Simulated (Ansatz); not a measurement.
C$_{3}$H$_{5}$AlO, SMILES `C#C[O][AlH][CH3]`. The species carries charge 0 and has multiplicity 1. The structure was optimised at the PBE0-D4/def2-TZVP level. It is one conformer, not always the lowest.

```xyz
10

C     0.047    1.917    1.981
C     0.625    1.439    1.042
O     1.257    0.944    0.044
Al    0.855   -0.358   -1.024
C    -0.815   -1.289   -0.741
H    -0.455    2.348    2.812
H     1.970   -0.590   -2.110
H    -1.656   -0.589   -0.765
H    -0.832   -1.757    0.248
H    -0.996   -2.066   -1.487
```

**Question.** What is the dipole moment at r2SCAN/def2-TZVPP? (Best estimate.)

**Answer.** The calculation gave: 2.46 D, with components (-0.83, -1.88, -1.35) D in this frame, pointing from negative to positive charge.

**Question.** And with PBE, B3LYP, ωB97M-V? (An estimate is asked.)

**Answer.** Ansatz gave: PBE 2.42 D, B3LYP 2.41 D, ωB97M-V 2.42 D.

**Question.** Give the Mulliken charges with r2SCAN, ωB97M-V, B3LYP in def2-TZVPP. (Estimate.)

**Answer.** The calculation gave: 
```json
{"atom": "C1", "r2SCAN": "-0.36", "ωB97M-V": "-0.30", "B3LYP": "-0.24"}
{"atom": "C2", "r2SCAN": "0.16", "ωB97M-V": "0.09", "B3LYP": "0.00"}
{"atom": "O3", "r2SCAN": "-0.36", "ωB97M-V": "-0.35", "B3LYP": "-0.33"}
{"atom": "Al4", "r2SCAN": "0.60", "ωB97M-V": "0.55", "B3LYP": "0.56"}
{"atom": "C5", "r2SCAN": "-0.38", "ωB97M-V": "-0.51", "B3LYP": "-0.44"}
{"atom": "H6", "r2SCAN": "0.24", "ωB97M-V": "0.24", "B3LYP": "0.25"}
{"atom": "H7", "r2SCAN": "-0.13", "ωB97M-V": "-0.09", "B3LYP": "-0.12"}
{"atom": "H8", "r2SCAN": "0.08", "ωB97M-V": "0.12", "B3LYP": "0.10"}
{"atom": "H9", "r2SCAN": "0.08", "ωB97M-V": "0.12", "B3LYP": "0.10"}
{"atom": "H10", "r2SCAN": "0.08", "ωB97M-V": "0.12", "B3LYP": "0.10"}
```

B3LYP here is the variant with VWN-RPA as its local correlation; programs differ in this.
